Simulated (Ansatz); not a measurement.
**HgF2(H2O)2 in a box, plane waves**

Ansatz 0.2.0, DFT PBE, scalar-relativistic, plane waves, PAW, molecule in a box. The geometry was relaxed with Gaussian bases (PBE; Hg def2-SVP with ECP60, F def2-SVP, O def2-SVP, H def2-SVP).

```yaml
crystal:
  lattice:
    - [10.62, 0.0, 0.0]
    - [0.0, 13.31, 0.0]
    - [0.0, 0.0, 13.7]
  atoms:
    - { symbol: Hg, position: [0.57150282, 0.49986627, 0.5000854] }
    - { symbol: F, position: [0.5766968, 0.64393163, 0.5400854] }
    - { symbol: O, position: [0.42372881, 0.38285424, 0.61153212] }
    - { symbol: H, position: [0.46730508, 0.3646281, 0.67170365] }
    - { symbol: H, position: [0.46208663, 0.33809166, 0.56220876] }
    - { symbol: F, position: [0.5766968, 0.3558009, 0.4600854] }
    - { symbol: O, position: [0.42372881, 0.61687829, 0.38863869] }
    - { symbol: H, position: [0.46208663, 0.66164087, 0.43796204] }
    - { symbol: H, position: [0.46730508, 0.63510443, 0.32846715] }
basis:
  ecutwfc: 420
  ecutrho_ratio: 4
kpoints:
  mp_grid: { grid: [1, 1, 1] }
hamiltonian:
  xc: pbe
scf:
  occupations: { method: gaussian, width: 0.01 }
output:
  forces: true
  eigenvalues: true
  populations: true
```

Command:
```sh
ansatz run input.yaml --threads 2 --pin off --max-ram 5120MiB --backend cpu --events-out ev --progress --plain --runs-dir out
```
It took 2.3 s on 2 threads of AMD EPYC 9R45 96-Core Processor (Zen 5), on a shared host, peak memory 1.1 GiB.

Task: How does the SCF go?

Result: 
```
SCF iter   1: F=—  HF=-16627.108398 eV  |F-HF|=—  |Δ(HF+E_count)|=         —  Δρ=1.03e-3
preconditioner: auto → Resta (q_TF=auto, 1.483 Å⁻¹)  ε∞=1.2  [insulator: Δε(μ)=3.974 eV  Ē_g=9.900 eV  σ=0.010 eV  W_gap=1.00  n_s
SCF iter   2: F=—  HF=-16627.108289 eV  |F-HF|=—  |Δ(HF+E_count)|=   1.08e-4  Δρ=8.57e-4
SCF iter   3: F=—  HF=-16627.106399 eV  |F-HF|=—  |Δ(HF+E_count)|=   1.89e-3  Δρ=3.68e-4
SCF iter   4: F=—  HF=-16627.106418 eV  |F-HF|=—  |Δ(HF+E_count)|=   1.87e-5  Δρ=1.13e-4
SCF iter   5: F=—  HF=-16627.106715 eV  |F-HF|=—  |Δ(HF+E_count)|=   2.97e-4  Δρ=6.03e-5
SCF iter   6: F=—  HF=-16627.107026 eV  |F-HF|=—  |Δ(HF+E_count)|=   3.11e-4  Δρ=1.59e-5
SCF iter   7: F=—  HF=-16627.107046 eV  |F-HF|=—  |Δ(HF+E_count)|=   2.05e-5  Δρ=5.06e-6
SCF iter   8: F=-16627.107049 eV  HF=-16627.107049 eV  |F-HF|=8.99e-8  |Δ(HF+E_count)|=   2.36e-6  Δρ=1.09e-6
```

Task: Which levels lie next to the highest filled one (eV, counted from it)?

Result: Filled: -2.77, -2.56, -2.46, -2.08, -1.59, -1.57, -0.79, -0.78, -0.35, 0.00. Empty: 3.93, 6.35, 6.61, 7.11, 7.36, 7.78, 7.89, 8.09.

Task: What forces are left at this geometry, relaxed with Gaussian bases (eV/Å)?

Result: 
```
Hg  -0.01  0.00  0.00
F    0.10 -0.04  0.07
O    0.25 -0.28  0.12
H   -0.19  0.08 -0.13
H   -0.16  0.12  0.15
F    0.10  0.04 -0.07
O    0.25  0.28 -0.12
H   -0.16 -0.12 -0.15
H   -0.19 -0.08  0.13
```

The highest of the empty levels listed lie near the vacuum level and may be states of the box.
